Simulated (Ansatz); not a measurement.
Relaxation of the cluster Li₂Te with UKS PBE-D4/def2-TZVP.

```sh
$ ansatz run in.yaml --threads 4 --pin off --events-out ev --progress --plain --max-ram 3916MiB
```

```yaml
crystal:
  periodic: [false, false, false]
  atoms:
    - {symbol: Li, position_ang: [1.508922, -1.184434, -0.117849]}
    - {symbol: Li, position_ang: [-1.652735, 0.450323, 0.871377]}
    - {symbol: Te, position_ang: [0.143812, 0.734110, -0.753528]}
basis:
  gaussian: {orbitals: def2-TZVP}
magnetization: {spin_polarized: true, initial_magnetization: 4}
hamiltonian: {xc: pbe, dispersion: d4}
scf: {omitted_lower_state_checks: [starts]}
output: {orbitals: {seedname: orbitals}}
relax: {f_tol: 0.02, max_steps: 100}
```

Run time 16 s (4 threads of Arm Neoverse V2 on a shared host).

Positions (Å) and forces (eV/Å) at steps 1, 2, 3, 4, 5, 6, 7, 9, 10, 13, 15 of 15:

```xyz
3
step=1 energy=-7696.7526 eV
Li    1.509   -1.184   -0.118    1.122   -1.333    0.309
Li   -1.653    0.450    0.871   -1.390   -0.035    1.095
Te    0.144    0.734   -0.754    0.268    1.368   -1.404
3
step=2 energy=-7697.4460 eV
Li    1.647   -1.321   -0.104    0.524   -0.591    0.116
Li   -1.814    0.468    0.979   -0.638    0.010    0.480
Te    0.167    0.853   -0.875    0.114    0.581   -0.596
3
step=3 energy=-7697.7302 eV
Li    1.806   -1.434   -0.127    0.344   -0.357    0.049
Li   -1.984    0.526    1.059   -0.408    0.032    0.285
Te    0.178    0.908   -0.932    0.064    0.326   -0.334
3
step=4 energy=-7697.9518 eV
Li    1.962   -1.549   -0.146    0.334   -0.381    0.078
Li   -2.152    0.579    1.141   -0.408    0.003    0.310
Te    0.190    0.970   -0.996    0.074    0.378   -0.388
3
step=5 energy=-7698.1276 eV
Li    2.111   -1.674   -0.150    0.102   -0.101    0.010
Li   -2.318    0.617    1.236   -0.119    0.013    0.079
Te    0.207    1.057   -1.085    0.017    0.087   -0.090
3
step=6 energy=-7698.1551 eV
Li    2.236   -1.729   -0.198    0.071   -0.051   -0.010
Li   -2.440    0.689    1.265   -0.076    0.025    0.037
Te    0.204    1.040   -1.067    0.005    0.026   -0.027
3
step=7 energy=-7698.1825 eV
Li    2.409   -1.787   -0.279    0.051   -0.018   -0.023
Li   -2.601    0.804    1.288   -0.048    0.033    0.008
Te    0.193    0.983   -1.009   -0.003   -0.015    0.016
3
step=9 energy=-7698.2317 eV
Li    2.732   -1.841   -0.479    0.016    0.019   -0.029
Li   -2.884    1.063    1.278   -0.006    0.030   -0.022
Te    0.152    0.778   -0.799   -0.010   -0.049    0.051
3
step=10 energy=-7698.2548 eV
Li    2.855   -1.830   -0.584    0.002    0.028   -0.026
Li   -2.981    1.188    1.242    0.008    0.024   -0.028
Te    0.126    0.642   -0.659   -0.010   -0.052    0.053
3
step=13 energy=-7698.3047 eV
Li    3.009   -1.687   -0.827   -0.012    0.020   -0.009
Li   -3.056    1.449    1.071    0.017    0.005   -0.018
Te    0.047    0.238   -0.244   -0.005   -0.026    0.026
3
step=15 energy=-7698.3147 eV
Li    3.017   -1.555   -0.948   -0.004    0.002    0.002
Li   -3.015    1.564    0.939    0.004   -0.003   -0.001
Te   -0.002   -0.009    0.009    0.000    0.001   -0.001
```

In the def2 sets Te takes a core potential; there is no spin–orbit coupling. At PBE-D4/def2-TZVP a singlet of charge 0 lies 4.87 eV below the quintet, each at its own geometry. The structure comes from a short search, and lower isomers may exist.
